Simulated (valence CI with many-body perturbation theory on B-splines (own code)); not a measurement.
# E1 transitions of I⁴⁷⁺

Level of theory: configuration interaction combined with many-body perturbation theory (CI+MBPT): four valence electrons over a frozen Dirac-Fock core [He], radial functions for each j: 11 s, 11 p, 10 d, 8 f, 5 g, 2 h, with the one-electron correlation potential Σ1, the two-electron term Σ2, the three-electron term Σ3, Breit, model QED; selected CI, second order for the rest, scaled by the run's own slope (own B-spline code, finite nucleus).

No measured spectrum was set against this ion. As an estimate, large intervals hold to a few tenths of a per cent, small ones and those within an open d or f shell to about a per cent. Among the levels kept, up to 870 cm⁻¹ of a level comes from second order outside the variational space, and about a tenth of that is noise between levels of different J, which matters for small intervals.

Lines 151 to 200 of 543 in falling wavelength, among levels below 6069.9 eV, chosen from the strongest by gf and those to the six lowest levels. Wavelengths and rates use the calculated energies. Electric multipoles are in the length gauge, E1 and E2 with the static RPA response of the core. Weak lines are less certain than strong ones. Lines between different terms over intervals too small for the method are left out, as are lines whose strength nearly cancels. The highest levels of a list are the least certain.

Levels are named by their leading jj configuration (3d3/2^4 stands for four electrons in 3d with j = 3/2), which in mixed levels can hold well under half, so a name can repeat and another be missing. Letters in brackets count levels of one name in rising energy.

```tsv
λ vac (Å)	Upper	Lower	A (s⁻¹)	S (a.u.)
25.86	(2p1/2 2p3/2^2 3p3/2) J=3 [b]	(2s 2p1/2 2p3/2 3p3/2) J=2 [d]	1.46e+11	8.70e-03
25.81	(2p1/2 2p3/2^2 3p1/2) J=2 [a]	(2s 2p1/2 2p3/2 3p1/2) J=1 [b]	2.46e+11	1.04e-02
25.32	(2s 2p1/2 2p3/2^2) J=3	(2s^2 2p1/2 2p3/2) J=2	1.40e+11	7.86e-03
25.31	(2p1/2 2p3/2^2 3p3/2) J=4	(2s 2p1/2 2p3/2 3p3/2) J=3 [c]	3.76e+11	2.71e-02
25.29	(2p1/2 2p3/2^2 3p1/2) J=3	(2s 2p1/2 2p3/2 3p1/2) J=2 [c]	2.15e+11	1.20e-02
25.29	(2p1/2 2p3/2^2 3p1/2) J=2 [b]	(2s 2p1/2 2p3/2 3p1/2) J=1 [c]	3.52e+11	1.41e-02
25.28	(2p1/2 2p3/2^2 3d3/2) J=3 [b]	(2s 2p1/2 2p3/2 3d3/2) J=2 [d]	2.34e+11	1.31e-02
25.14	(2p1/2 2p3/2^2 3d3/2) J=4	(2s 2p1/2 2p3/2 3d3/2) J=3 [c]	2.85e+11	2.01e-02
24.81	(2p1/2 2p3/2^2 3s) J=3	(2s 2p1/2 2p3/2 3s) J=2 [c]	3.00e+11	1.58e-02
24.59	(2p1/2 2p3/2^2 3p3/2) J=2 [b]	(2s 2p1/2 2p3/2 3p3/2) J=1 [d]	3.51e+11	1.29e-02
24.52	(2p1/2 2p3/2^2 3s) J=2 [b]	(2s 2p1/2 2p3/2 3s) J=1 [b]	2.93e+11	1.07e-02
24.51	(2p1/2 2p3/2^3) J=1	(2s 2p1/2 2p3/2^2) J=1 [b]	3.66e+11	7.98e-03
24.49	(2s 2p3/2^2 3d3/2) J=3 [b]	(2s 2p1/2 2p3/2 3p1/2) J=2 [c]	1.50e+11	7.61e-03
24.25	(2s 2p1/2 2p3/2 3d5/2) J=2 [b]	(2s^2 2p1/2 3d3/2) J=2	2.37e+11	8.33e-03
24.10	(2s 2p3/2^3) J=2	(2s^2 2p3/2^2) J=2	5.68e+11	1.96e-02
24.08	(2s 2p3/2^2 3d5/2) J=4 [b]	(2s^2 2p3/2 3d5/2) J=3	1.94e+11	1.21e-02
23.97	(2s 2p1/2 2p3/2 3d5/2) J=3 [c]	(2s^2 2p1/2 3d5/2) J=2	5.61e+11	2.67e-02
23.95	(2s 2p1/2 2p3/2 3d5/2) J=4 [c]	(2s^2 2p1/2 3d5/2) J=3	4.93e+11	3.01e-02
23.86	(2p1/2 2p3/2^3) J=1	(2s 2p1/2 2p3/2^2) J=1 [a]	5.19e+11	1.04e-02
23.85	(2s 2p1/2 2p3/2 3p3/2) J=3 [c]	(2s^2 2p1/2 3p3/2) J=2	5.58e+11	2.62e-02
23.83	(2p1/2^2 2p3/2^2) J=2	(2s 2p1/2^2 2p3/2) J=1	4.24e+11	1.41e-02
23.81	(2s 2p3/2^2 3d5/2) J=2 [b]	(2s^2 2p3/2 3d5/2) J=1	3.32e+11	1.11e-02
23.74	(2s 2p3/2^2 3d5/2) J=3 [c]	(2s^2 2p3/2 3d5/2) J=3	4.74e+11	2.19e-02
23.72	(2s 2p3/2^2 3p3/2) J=2 [c]	(2s^2 2p3/2 3p3/2) J=2	2.88e+11	9.49e-03
23.71	(2p1/2^2 2p3/2 3d5/2) J=2	(2s 2p1/2^2 3d5/2) J=2	2.82e+11	9.29e-03
23.64	(2p3/2^4) J=0	(2s 2p3/2^3) J=1	2.17e+12	1.41e-02
23.60	(2s 2p1/2 2p3/2 3d3/2) J=3 [c]	(2s^2 2p1/2 3d3/2) J=2	4.81e+11	2.19e-02
23.60	(2p1/2^2 2p3/2 3p3/2) J=1	(2s 2p1/2^2 3p3/2) J=1	4.23e+11	8.23e-03
23.59	(2p1/2 2p3/2^3) J=2	(2s 2p1/2 2p3/2^2) J=2 [b]	9.18e+11	2.97e-02
23.58	(2p1/2 2p3/2^2 3p3/2) J=3 [b]	(2s 2p1/2 2p3/2 3p3/2) J=3 [b]	3.37e+11	1.53e-02
23.55	(2s 2p1/2 2p3/2 3p3/2) J=2 [c]	(2s^2 2p1/2 3p3/2) J=1	5.05e+11	1.63e-02
23.54	(2s 2p1/2 2p3/2 3p1/2) J=1 [b]	(2s^2 2p1/2 3p1/2) J=1	7.28e+11	1.41e-02
23.54	(2p1/2 2p3/2^2 3p3/2) J=2 [c]	(2s 2p1/2 2p3/2 3p3/2) J=2 [d]	4.78e+11	1.54e-02
23.52	(2s 2p1/2 2p3/2 3p1/2) J=2 [c]	(2s^2 2p1/2 3p1/2) J=1	5.92e+11	1.90e-02
23.50	(2s 2p1/2 2p3/2 3d5/2) J=3 [d]	(2s^2 2p1/2 3d5/2) J=3	6.37e+11	2.86e-02
23.48	(2s 2p1/2 2p3/2 3p1/2) J=1 [c]	(2s^2 2p1/2 3p1/2) J=0	6.38e+11	1.22e-02
23.45	(2s 2p1/2 2p3/2 3s) J=1 [b]	(2s^2 2p1/2 3s) J=0	4.30e+11	8.22e-03
23.44	(2p1/2^2 2p3/2 3d5/2) J=4	(2s 2p1/2^2 3d5/2) J=3	3.54e+11	2.02e-02
23.43	(2s 2p1/2 2p3/2 3p3/2) J=2 [d]	(2s^2 2p1/2 3p3/2) J=2	6.65e+11	2.11e-02
23.41	(2s 2p1/2 2p3/2 3s) J=1 [c]	(2s^2 2p1/2 3s) J=1	5.35e+11	1.02e-02
23.41	(2s 2p3/2^2 3p3/2) J=2 [b]	(2s^2 2p3/2 3p3/2) J=3	4.77e+11	1.51e-02
23.39	(2s 2p1/2 2p3/2 3d3/2) J=2 [d]	(2s 2p1/2^2 3p1/2) J=1	4.05e+11	1.28e-02
23.39	(2s 2p1/2 2p3/2 3d5/2) J=2 [c]	(2s^2 2p1/2 3d5/2) J=2	5.62e+11	1.77e-02
23.39	(2s 2p1/2 2p3/2 3d5/2) J=2 [d]	(2s^2 2p1/2 3d5/2) J=3	7.76e+11	2.45e-02
23.38	(2p1/2^2 2p3/2 3p3/2) J=3	(2s 2p1/2^2 3p3/2) J=2	3.88e+11	1.71e-02
23.37	(2p1/2 2p3/2^2 3s) J=2 [b]	(2s^2 2p3/2 3p3/2) J=2	2.86e+11	9.02e-03
23.36	(2s 2p1/2 2p3/2 3d5/2) J=1 [c]	(2s^2 2p1/2 3d5/2) J=2	6.47e+11	1.22e-02
23.31	(2s 2p1/2 2p3/2 3s) J=2 [c]	(2s^2 2p1/2 3s) J=1	5.73e+11	1.79e-02
23.31	(2s 2p1/2 2p3/2 3d3/2) J=1 [c]	(2s^2 2p1/2 3d3/2) J=2	7.81e+11	1.46e-02
23.27	(2s 2p1/2 2p3/2 3d3/2) J=2 [c]	(2s^2 2p1/2 3d3/2) J=2	4.30e+11	1.34e-02
```
